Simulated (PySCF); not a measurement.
Below is a simulated gas-phase C 1s photoelectron spectrum of `[BH3-][NH2+]CC`.

Every computed line was given a Gaussian of 0.4 eV full width at half maximum and an area set by the number of equivalent atoms; the highest printed point is 100. Computed, not measured: delta-SCF UKS SCAN, pcX-2 on the ionised atom, pcseg-1 elsewhere, spin-free X2C (PySCF 2.14.0).

binding energy (eV), intensity and a bar:
```
    291.1          1 
    291.2          4 #
    291.3         15 ####
    291.4         40 ############
    291.5         75 ######################
    291.6         99 ##############################
    291.7         93 ############################
    291.8         62 ###################
    291.9         30 #########
    292.0         14 ####
    292.1         19 ######
    292.2         43 #############
    292.3         77 #######################
    292.4        100 ##############################
    292.5         91 ###########################
    292.6         59 ##################
    292.7         27 ########
    292.8          9 ###
    292.9          2 #
    293.0          0
```

Problem. How many maxima does the curve show, and how many computed lines lie under it?

Solution. The curve has 2 maxima (at 291.6 and 292.4 eV). Under it lie 2 lines from 2 inequivalent carbon sites.

Problem. Decompose the envelope and assign each component. Numbering: `[BH3-:1][NH2+:2][CH2:3][CH3:4]`.

Solution. 
```tsv
position (eV)	relative area	line	atoms	environment
291.63	1	C 1s	C4	methyl carbon
292.42	1	C 1s	C3	sp3 carbon bound to nitrogen
```

Problem. What are the centre and the root-mean-square width of the whole band?

Solution. The area-weighted mean of the lines is 292.03 eV. Their own spread about it is 0.40 eV (rms) and each Gaussian has σ = 0.4/2.355 = 0.17 eV; the variances add, which gives 0.43 eV.

Problem. Above which line width would these two lines show one maximum?

Solution. Two equal Gaussians merge once their distance is under 2σ = FWHM/1.177. With 0.79 eV between them that is a full width over 0.93 eV.

Lowest listed C 1s: C4, bonded to C and 3 H. Highest, 0.79 eV above it: C3, bonded to N, C and 2 H.

Shake-up satellites, vibrational structure and lifetime widths aren't simulated. The structure is a single PBE0-D3(BJ)/def2-SVP conformer in the gas phase; no vibrational or solvent corrections.

Time: 27 s. Hardware: x86-64 server, one thread (shared host).

Shape of the structure used: `[BH3-:1][NH2+:2][CH2:3][CH3:4]`: B1–N2–C3–C4 180°.
